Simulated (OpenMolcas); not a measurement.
**Lines of Ni4+: computed and rescaled rates**

* Program: OpenMolcas
* Method: CASSCF
* Basis: ANO-RCC-VTZP [6s5p3d2f1g]
* Scalar Hamiltonian: DKH2, point nucleus
* Active space: 6 electrons in 5 orbitals (3d)
* State averaging: 2S+1 = 5 even, 5 roots; 2S+1 = 3 even, 45 roots; 2S+1 = 1 even, 50 roots
* Spin-orbit coupling: RASSI with atomic mean-field integrals over the reference wave functions, term energies averaged over their components

Rates come from the transition moments of the reference wave functions (E1 and E2 in the length form). At fixed line strength A goes as λ^-3 for E1 and M1 and as λ^-5 for E2, so a rate at the computed wavelength can be rescaled to the measured one. Measured vacuum wavelengths follow from level energies in Corliss and Sugar, J. Phys. Chem. Ref. Data 10, 197 (1981). Branching counts decays inside the model space alone, at computed energies, and the table is only a selection of the E2 and M1 lines, drawn from those between levels with measured partners whose computed energy lies within a factor of 1.5 of the measured one.

| Upper | Lower | Type | λ computed (nm) | λ measured (nm) | A computed (s-1) | A rescaled (s-1) | Branching % |
| --- | --- | --- | --- | --- | --- | --- | --- |
| 3d6 1D2(2) | 3d6 1G4(1) | E2 | 135.9 | 160.7 | 6.12e+01 | 2.65e+01 | 66.3 |
| 3d6 1G4(2) | 3d6 1I6 | E2 | 221.9 | 272.9 | 8.67e+00 | 3.08e+00 | 61.2 |
| 3d6 3F2(2) | 3d6 3H4 | E2 | 203.7 | 245.3 | 7.88e+00 | 3.11e+00 | 44.6 |
| 3d6 3F3(2) | 3d6 3H5 | E2 | 201.7 | 242.3 | 7.45e+00 | 2.98e+00 | 41.9 |
| 3d6 1S0(1) | 3d6 3P1(1) | M1 | 497.7 | 526.3 | 6.33e+00 |  | 99.9 |
| 3d6 3P0(1) | 3d6 5D1 | M1 | 296 | 360.1 | 4.43e+00 |  | 98.8 |
| 3d6 3P0(2) | 3d6 3P2(1) | E2 | 214.6 | 246.4 | 4.28e+00 | 2.14e+00 | 43.5 |
| 3d6 3P1(1) | 3d6 5D2 | M1 | 301.4 | 367.5 | 3.42e+00 |  | 78.1 |
| 3d6 3P2(1) | 3d6 5D3 | M1 | 319.6 | 395.8 | 2.67e+00 |  | 90.9 |
| 3d6 3F4(1) | 3d6 5D4 | M1 | 296.6 | 343.4 | 2.60e+00 |  | 83.4 |
| 3d6 1D2(1) | 3d6 3F3(1) | M1 | 413.4 | 525.3 | 1.44e+00 |  | 40.1 |
| 3d6 3F3(1) | 3d6 5D3 | M1 | 299.8 | 348.7 | 1.41e+00 |  | 65.4 |
| 3d6 3D3 | 3d6 5D4 | M1 | 206.8 | 238.5 | 1.28e+00 |  | 56.9 |
| 3d6 3D1 | 3d6 5D1 | M1 | 216.1 | 251.1 | 8.03e-01 |  | 40.3 |
| 3d6 3F2(1) | 3d6 5D2 | M1 | 301.8 | 352 | 5.76e-01 |  | 56.7 |
| 3d6 1I6 | 3d6 3H6 | M1 | 664.5 | 707.2 | 4.68e-01 |  | 60.7 |
| 3d6 3G3 | 3d6 3H4 | M1 | 1225 | 1525 | 2.30e-01 |  | 42.5 |
| 3d6 3G5 | 3d6 3H6 | M1 | 1293 | 1627 | 2.22e-01 |  | 49.8 |
| 3d6 5D3 | 3d6 5D4 | M1 | 11730 | 11240 | 2.15e-02 | 2.44e-02 | 100.0 |
| 3d6 3H4 | 3d6 5D4 | M1 | 330.8 | 359 | 1.54e-02 |  | 82.2 |
| 3d6 5D2 | 3d6 5D3 | M1 | 16910 | 16660 | 1.34e-02 | 1.40e-02 | 100.0 |
| 3d6 5D1 | 3d6 5D2 | M1 | 26390 | 26210 | 5.15e-03 | 5.26e-03 | 100.0 |
| 3d6 3H5 | 3d6 3H6 | M1 | 23780 | 21410 | 1.94e-03 | 2.66e-03 | 95.6 |
| 3d6 5D0 | 3d6 5D1 | M1 | 53910 | 53730 | 1.03e-03 | 1.04e-03 | 100.0 |
| 3d6 3H6 | 3d6 5D4 | E2 | 338.8 | 368.9 | 2.26e-05 |  | 100.0 |

Spin-changing lines and M1 lines between different terms are not rescaled, since their strength hangs on the term gaps too.

The largest correction is for 3d6 1G4(2) → 3d6 1I6 (E2): 8.67e+00 × (221.9 / 272.9)^5 = 3.08e+00 s-1, a factor of 0.36.

The computed order of these levels differs from the measured one in 3 places, and where term gaps are wrong the rates of spin-changing lines can be off by large factors.

These are rates of the free ion; in crystals, glasses and complexes forced electric-dipole and non-radiative decay shorten such lifetimes by orders of magnitude. No measured rate stands beside these. Rescaling mends the energy factor alone: line strengths can still be far off where a level mixes with configurations outside the active space, and weak or spin-changing lines hang on small mixing coefficients that depend on the term gaps too, so rescaling need not improve them.

Without dynamic correlation excited terms often stand tens of per cent too high (terms of higher spin than the ground term too low), and those without a measured partner can miss by more than the paired ones. Computed and measured levels are paired by configuration, term and J; levels that our copy of the source lacks, or whose pairing is in doubt (as where it misses far off the trend of its configuration), stay unpaired. Levels of configurations outside the active space are missing.

A number in round brackets counts repeated terms of one configuration in the order of the reference energies.
